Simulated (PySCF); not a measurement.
## Electron correlation in As⁺ (arsenic, charge +1)

[Ar] 3d10 4s2 4p2, high-spin 3P determinant. Calculation: PySCF 2.14, in pcseg-2 (6s5p3d1f, 43 functions); no relativity, point nucleus. Frozen: [Ar] 3d10; 4 electrons correlated.

MP2 pair energies summed by pair of shells (mhartree):

```json
{"pair": "4s-4p", "energy": "-33.10", "share (%)": "61.9"}
{"pair": "4s-4s", "energy": "-15.19", "share (%)": "28.4"}
{"pair": "4p-4p", "energy": "-5.22", "share (%)": "9.8"}
```

Total MP2 correlation energy: -53.52 mhartree.

Same-spin part -8.84 and opposite-spin part -44.67 mhartree; SCS-MP2 scales them by 1/3 and 6/5 to -56.56 mhartree.

```csv
level,correlation energy (mhartree)
CCSD,-69.17
(T),-1.64
CCSD(T),-70.81
```

Diagnostics: T1 = 0.0075, D1 = 0.0202, largest double amplitude 0.095.

Cost of the coupled-cluster step: 0.35 s of wall time on 1 thread of Neoverse-V1 (shared host), for 4 correlated electrons.
